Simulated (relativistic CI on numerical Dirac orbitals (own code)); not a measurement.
# Slater and spin-orbit integrals, Eu²⁸⁺

Calculated at this level of theory: Dirac-Coulomb-Breit CI, separate exchange-only KLI orbitals for each configuration, QED by a radiative potential, unscaled Slater integrals (own radial code, finite nucleus).

Slater integrals F^k, G^k are unscaled and averaged over j, outside the closed core [Ar] 3d10; ζ comes from projecting the Hamiltonian with its Breit term on Σ l·s of the shell.

- 4s²4p⁵: ζ(4p) = 206310 cm⁻¹; <r>(4p) = 0.5277, <r^2>(4p) = 0.3146 (bohr units).
- 4s²4p⁴4d: F^2(4p,4p) = 194870, ζ(4p) = 206710, F^2(4p,4d) = 190650, G^1(4p,4d) = 237840, G^3(4p,4d) = 152200, ζ(4d) = 25353 cm⁻¹; <r>(4p) = 0.5277, <r^2>(4p) = 0.3146, <r>(4d) = 0.5335, <r^2>(4d) = 0.325 (bohr units).
- 4s4p⁵4d: G^1(4s,4p) = 255290, ζ(4p) = 206520, G^2(4s,4d) = 187760, F^2(4p,4d) = 190600, G^1(4p,4d) = 237800, G^3(4p,4d) = 152160, ζ(4d) = 25516 cm⁻¹; <r>(4s) = 0.514, <r^2>(4s) = 0.2966, <r>(4p) = 0.5278, <r^2>(4p) = 0.3147, <r>(4d) = 0.5336, <r^2>(4d) = 0.3251 (bohr units).

Averages of the first 10 configurations, taken without configuration mixing, which lowers the lowest level and can move excited configurations by several eV; other configurations of the list can lie among them:

| Configuration | Parity | States | Average energy above the lowest level (eV) |
| --- | --- | --- | --- |
| 4s²4p⁵ | odd | 6 | 14.4 |
| 4s4p⁶ | even | 2 | 123.3 |
| 4s²4p⁴4d | even | 150 | 150.4 |
| 4s4p⁵4d | odd | 120 | 255.6 |
| 4s²4p⁴4f | odd | 210 | 293.5 |
| 4s4p⁵4f | even | 168 | 398.9 |
| 4p⁶4d | even | 10 | 369.4 |
| 4s4p⁴4d² | even | 1350 | 390.3 |
| 4s²4p³4d4f | even | 2800 | 430.1 |
| 4p⁶4f | odd | 14 | 513.0 |
